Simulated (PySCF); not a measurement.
Computed shifts of a molecule C₃H₅NOSi, PBE/pcSseg-1 in PySCF, GIAO, gas phase, atoms alike by connectivity averaged where their shifts nearly agree, in ppm (number of nuclei): ²⁹Si: 2.6 (1). ¹³C: 183.3 (1), 153.4 (1), 151.3 (1). ¹⁵N: 382.8 (1). ¹H: 8.98 (1), 7.17 (1), 6.99 (1), 5.52 (1), 1.40 (1). References: ¹⁷O against H2O (σ = 334.3 ppm); ²⁹Si against TMS (σ = 335.4 ppm); ¹³C against TMS (σ = 182.0 ppm); ¹⁵N against NH3 (σ = 267.0 ppm); ¹H against TMS (σ = 31.49 ppm), references at their B3LYP-D3(BJ)/def2-TZVP geometries, non-relativistic. The structure is a stationary point at B3LYP-D3(BJ)/def2-SVP. One conformer was computed; it need not be the lowest.

Question: Pick the molecule that these values belong to.
A) N#C[C@@H]([SiH3])C=O
B) N#C/C=C\[SiH2]O
C) O[Si@@H]1C=CC=N1
D) O=C1C[SiH2]C=N1

Answer: C, O[Si@@H]1C=CC=N1
